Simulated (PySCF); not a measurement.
Computed IR spectrum (relative IR intensity) of a molecule C3H3N2, multiplicity 2. Geometry optimised at PBE-D3(BJ)/def2-SVP. One conformer was computed; it need not be the lowest. Level of theory: PBE-D3(BJ)/def2-SVP run with PySCF 2.14.0. Frequencies are harmonic and unscaled.

```csv
ν (cm⁻¹),relative intensity
550,31
559,58
678,57
741,28
817,27
863,40
887,31
1014,63
1110,14
1222,17
1373,5.4
1423,9.1
1484,8.1
3549,100
```

Q: Which molecule gave these data?
A. [c]1ncc[nH]1
B. C1=C[N]N=C1
C. C1=CN=C[N]1
D. [c]1cn[nH]c1

A: D, [c]1cn[nH]c1
